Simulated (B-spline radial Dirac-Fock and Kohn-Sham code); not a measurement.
# Photoemission from Hg at 3100 eV, detector at θ = 45°, φ = 0°

System: atomic mercury, configuration [Xe] 4f14 5d10 6s2. Method: Dirac-Hartree-Slater photoionisation with a Latter tail; cross sections with all multipoles, angular parameters from the dipole term and its interference with E2. Computed with a radial finite-basis atomic code. Thresholds are tabulated edges, those marked * orbital energies of the model. For linearly polarised light dσ/dΩ = σ/(4π) [1 + β P₂(cos θ) + (δ + γ cos²θ) sin θ cos φ], with θ from the polarisation vector and φ the angle between the beam and the projection of the electron momentum on the plane normal to the polarisation. The dipole factor is 1 + βP₂ and the non-dipole term is the rest of the bracket. Open shells are filled statistically over j.

```
subshell  threshold (eV)  σ (kb)     β      γ       δ  dipole factor  non-dipole term  dσ/dΩ (kb/sr)
   3p3/2          2847.0    97.3  0.80   0.30   0.167          1.200           +0.225           11.0
   3d3/2          2385.0     168  0.82  -0.25  -0.002          1.204           -0.088           14.9
   3d5/2          2295.0     236  0.95  -0.23   0.003          1.238           -0.080           21.7
      4s           802.2    9.30  1.89   0.36  -0.002          1.473           +0.126           1.18
   4p1/2           680.2    11.6  1.67   0.07  -0.004          1.417           +0.023           1.33
   4p3/2           576.6    25.4  1.68  -0.02   0.002          1.419           -0.005           2.86
   4d3/2           378.2    26.1  1.37   0.11   0.037          1.343           +0.064           2.92
   4d5/2           358.8    36.2  1.35   0.15   0.035          1.338           +0.078           4.08
   4f5/2           104.0    9.90  1.03   0.66   0.154          1.259           +0.342           1.26
   4f7/2           99.90    12.4  1.01   0.68   0.155          1.253           +0.348           1.58
      5s           127.0    2.07  1.90   0.22  -0.002          1.475           +0.077          0.256
   5p1/2           83.10    2.24  1.72   0.01  -0.006          1.430            0.000          0.254
   5p3/2           64.50    4.52  1.73  -0.04   0.002          1.431           -0.013          0.510
   5d3/2          15.37*    2.64  1.42   0.16   0.036          1.354           +0.082          0.302
   5d5/2          13.32*    3.51  1.38   0.20   0.034          1.345           +0.095          0.402
      6s           9.25*   0.195  1.90   0.20  -0.002          1.476           +0.070         0.0240
```
